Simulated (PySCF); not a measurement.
Spin states of Pd₂

Unrestricted PBE0; basis Pd def2-TZVPP with ECP28; scalar-relativistic core potentials; PySCF 2.14. Outer shells of the fragments: Pd 4d10; Pd 4d10.

Followed along the bond (rough minima from three points):

```
2Ms+1  unpaired  ⟨S²⟩ at the start  R at minimum (Å)  Te (eV)
    3      σ ↑↑               2.00              2.48     0.00
    1  σ ↑, π ↓               1.04              2.48     0.41
    1      none               0.00              2.74     0.51
    3  σ ↑, π ↑               2.01              2.31     0.88
    1  σ ↑, δ ↓               1.02              2.59     0.94
    3  σ ↑, δ ↑               2.01              2.38     1.20
```

Solutions found at the starting distance of 2.370 Å, counted from the lowest of them; the search is not exhaustive and high or unbound solutions are not listed, so other states can lie among these:

```csv
2Ms+1,unpaired,term,E (eV),⟨S²⟩,⟨Lz²⟩
3,σ ↑↑,³Σ⁺,0.00,2.00,0.00
1,"σ ↑, π ↓",mixed,0.40,1.04,1.04
3,"σ ↑, π ↑",mixed,0.86,2.01,1.40
1,none,¹Σ⁺,0.86,0.00,0.00
1,"σ ↑, δ ↓",mixed,1.07,1.02,4.01
3,"σ ↑, δ ↑",³Δ,1.16,2.01,4.01
```

A term symbol is given only where ⟨S²⟩ and ⟨Lz²⟩ are close to those of a pure state; real π, δ and φ orbitals otherwise mix terms, and g/u labels are left off.

Spin–orbit coupling is left out. The state is the lowest single determinant that the PBE0 search found; with open d or f shells the true ground state can be another one.
